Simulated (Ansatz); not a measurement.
Relaxation of AlB2FH2 (6 atoms, charge 0, multiplicity 1), to a largest force component of 0.02 eV/Å in at most 40 steps.

These are results of RKS B3LYP-D4/6-31G* in Ansatz, not measurements.

```xyz
6
Properties=species:S:1:pos:R:3
F -0.719 -1.913 1.022
B 0.157 -1.027 0.557
B 1.039 -0.261 -0.384
Al -0.635 0.850 -0.263
H 1.989 0.398 -0.556
H -1.831 1.953 -0.376
```

Q: Where does it end, and by what steps?

A: It converged. After 10 steps the energy has fallen by 0.239 eV; Al4 moved furthest, 0.31 Å. Parted: B2–Al4.

| step | energy less start (eV) | largest force component (eV/Å) | accepted |
| --- | --- | --- | --- |
| 0 | 0.0000 | 1.278 | yes |
| 1 | -0.0889 | 0.820 | yes |
| 2 | -0.1528 | 0.290 | yes |
| 3 | -0.1945 | 0.288 | yes |
| 4 | -0.1147 | 1.448 | no |
| 5 | -0.2270 | 0.244 | yes |
| 6 | -0.2373 | 0.091 | yes |
| 7 | -0.2381 | 0.112 | yes |
| 8 | -0.2392 | 0.022 | yes |
| 9 | -0.2387 | 0.115 | no |
| 10 | -0.2393 | 0.009 | yes |

```xyz
6
Properties=species:S:1:pos:R:3
F -0.551 -2.093 1.091
B 0.194 -1.211 0.504
B 0.906 -0.065 -0.192
Al -0.625 1.139 -0.366
H 2.003 0.183 -0.577
H -1.927 2.047 -0.461
```

The run took 11 s on 1 CPU thread of a shared host.
